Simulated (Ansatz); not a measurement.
[AgCl4]- (AgCl4⁻). The state is a singlet with charge -1. Geometry r2SCAN-D4/def2-SVPD, basis def2-TZVPD, Ansatz.

```xyz
5

Ag    0.000    0.000    0.000
Cl   -0.346   -1.503    1.762
Cl   -0.133   -1.766   -1.531
Cl    0.346    1.502   -1.762
Cl    0.133    1.767    1.531
```

```
run  HOMO (eV)  LUMO (eV)
  A      -2.75      -1.80
  B      -6.79       0.44
  C      -3.99      -1.17
  D      -2.45      -1.47
  E      -3.72      -1.29
  F      -2.60      -1.61
```

In the def2 sets Ag takes a core potential; there is no spin–orbit coupling. LC-ωPBE has ω = 0.4 bohr⁻¹. B3LYP takes the VWN-RPA correlation.

Task: The runs used B3LYP, BLYP, LC-ωPBE, LDA (SPW92), PBE, PBE0. Estimate which is which.

Result: A LDA (SPW92) (0 % exact exchange); B LC-ωPBE (range-separated); C PBE0 (25 % exact exchange); D BLYP (0 % exact exchange); E B3LYP (20 % exact exchange); F PBE (0 % exact exchange). Exact exchange lowers occupied and raises empty levels; among semilocal functionals meta-GGAs tend to open the gap a little, and such runs are hard to tell apart. The gap grows from 0.95 eV (LDA (SPW92)) to 7.22 eV (LC-ωPBE).
